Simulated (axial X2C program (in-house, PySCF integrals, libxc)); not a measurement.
## What spin–orbit coupling does to GaF⁺

Computed with an in-house relativistic program for diatomic molecules. Spin-free means the one-electron spin-free X2C Hamiltonian; two-component (2c) means X2C with spin–orbit coupling and atomic mean-field two-electron Coulomb and Gaunt terms, so the difference of the two also holds small scalar two-electron terms. Basis: Ga dyall-cv3z [9s9p7d4f1g], F dyall-av3z [7s6p3d2f] (cores contracted in-house); Gaussian nuclei, density fitting, unrestricted open shells. Masses: Ga 68.926 u, F 18.998 u.

Spin-free state: M_S = 1/2, Λ = 0 (beyond evenly filled blocks: σα); fragments Ga+ + F.

```json
{"level": "PBE0", "Re (Å)": "1.700", "ωe (cm⁻¹)": "707.7", "De (eV)": "1.446", "μ (D)": "-3.54"}
{"level": "HF", "Re (Å)": "1.669", "ωe (cm⁻¹)": "816.0", "De (eV)": "0.394", "μ (D)": "-4.13"}
{"level": "CCSD", "Re (Å)": "1.696", "ωe (cm⁻¹)": "755.8", "De (eV)": "1.441", "μ (D)": "n/a"}
{"level": "CCSD(T)", "Re (Å)": "1.702", "ωe (cm⁻¹)": "746.5", "De (eV)": "1.613", "μ (D)": "n/a"}
{"level": "BLYP", "Re (Å)": "1.748", "ωe (cm⁻¹)": "615.0", "De (eV)": "1.424", "μ (D)": "-3.28"}
```

Correlated methods: 9 electrons correlated (number of frozen shells: Ga 3 s, 2 p, 1 d; F 1 s), 259 virtual spin orbitals or spinors in MP2, 89 natural virtuals in coupled cluster.

Dipoles are positive if F is the positive end and refer to the centre of mass.

Two-component determinant lowest at the distance of the search:

Ω = 1/2 (⟨Sz⟩ = 0.50, ⟨Lz⟩ = 0.00 at HF); fragments Ga+ + F.

| level | Re (Å) | ωe (cm⁻¹) | De (eV) | μ (D) |
| --- | --- | --- | --- | --- |
| PBE0 | 1.700 | 707.2 | 1.445 | -3.54 |
| HF | 1.669 | 815.5 | 0.381 | -4.14 |
| CCSD | 1.696 | 756.0 | 1.427 | n/a |
| CCSD(T) | 1.702 | 746.5 | 1.595 | n/a |
| BLYP | 1.748 | 614.7 | 1.423 | -3.28 |

From the two tables, how do the constants change at the CCSD(T) level (2c against spin-free)?

At the CCSD(T) level Re is unchanged within 0.001 Å and ωe is unchanged to within 0.2 cm⁻¹; De changes by -0.018 eV.

One determinant describes the state; a PBE0 search over occupations chose it and may have missed a lower one. Dissociation energies refer to the lowest single-determinant-based atoms at the same level and basis. Density functionals use the spin component along the axis (collinear). Coupled cluster ran in a truncated set of natural virtual spinors; the MP2 energy of the rest was added. (T) has no such correction and the atoms are truncated less, which lowers De at CCSD(T) by a hundredth of an eV or more. The 2c atoms are single determinants rather than J levels; their spin–orbit lowering is only partly caught, and De is too large by that part. This holds for PBE0, BLYP. Without a current term, density functionals place determinants with orbital angular momentum somewhat too high. The stretched end of a curve changes character and is left out. With the outer-core shells frozen, correlated bond lengths of heavy atoms tend to come out a few hundredths of an ångström too long.
